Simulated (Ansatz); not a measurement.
Consider the ligand exchange at a Ga–Br bond: `[NH2][Ga]([Cl])[Br]` + `O[SiH3]` → `[NH2][Ga]([Cl])[O][SiH3]` + HBr.

Gas-phase electronic energies from Ansatz, PBE0-D4/def2-TZVP geometries. CCSD(T)/CBS adds triple-zeta CCSD(T) − MP2 to the extrapolated MP2 energy (def2 sets, frozen cores). DFT in def2-TZVPP. B3LYP here is the variant with VWN-RPA as its local correlation; programs differ in this. HSE06 is defined as in plane-wave codes. For Br, Ga outer-core shells are correlated without core-valence functions, which leaves a few kJ/mol of doubt a bond. Scalar relativity is left out up to krypton. Each species was taken in one conformer, which may not be the lowest.

```tsv
level	ΔE (kJ/mol)	difference from CCSD(T)/CBS
LDA (SPW92)	56.3	3.2
PBE-D4	58.4	5.3
revPBE-D4	56.5	3.4
BLYP-D4	50.2	-2.9
r2SCAN-D4	56.3	3.2
B97M-V	53.4	0.3
PBE0-D4	60.7	7.6
B3LYP-D4	53.1	0.0
r2SCANh-D4	57.5	4.4
r2SCAN0-D4	59.2	6.1
HSE06-D4	61.1	8.0
CAM-B3LYP-D4	49.8	-3.3
ωB97X-V	53.9	0.8
ωB97M-V	56.6	3.5
B2PLYP	53.9	0.8
PBE	61.1	8.0
revPBE	62.3	9.2
BLYP	55.2	2.1
r2SCAN	57.3	4.2
PBE0	63.2	10.1
B3LYP	57.1	4.0
HSE06	63.5	10.4
BHLYP	58.2	5.1
LC-ωPBE	55.3	2.2
RPA@PBE/def2-TZVPP	44.0	-9.1
HF/def2-SVP	49.7	-3.4
MP2/def2-SVP	41.7	-11.4
CCSD/def2-SVP	39.3	-13.8
CCSD(T)/def2-SVP	38.4	-14.7
HF/def2-TZVPP	59.6	6.5
MP2/def2-TZVPP	52.1	-1.0
SCS-MP2/def2-TZVPP	48.9	-4.2
CCSD/def2-TZVPP	49.7	-3.4
CCSD(T)/def2-TZVPP	49.0	-4.1
HF/def2-QZVPP	57.3	4.2
MP2/def2-QZVPP	53.7	0.6
SCS-MP2/def2-QZVPP	50.4	-2.7
HF/CBS(def2)	57.0	3.9
MP2/CBS(def2)	56.2	3.1
CCSD/CBS(def2)	53.9	0.8
CCSD(T)/CBS	53.1	0
```

Largest T1 diagnostic among the species: 0.012.

From BLYP to BHLYP (50 % exact exchange), in def2-TZVPP and without D4, ΔE moves by +3.0 kJ/mol. The D4 term adds −4.0 kJ/mol with B3LYP and −2.5 kJ/mol with PBE0; it sums over pairs of atoms, weighted by their polarisabilities, and B3LYP, whose exchange is more repulsive, gets the larger term. Leaving LDA and LC-ωPBE aside and taking each functional with its dispersion term where it has one, the values spread over 11.3 kJ/mol, from CAM-B3LYP-D4 to HSE06-D4. LDA lies −4.8 kJ/mol from PBE without D4.
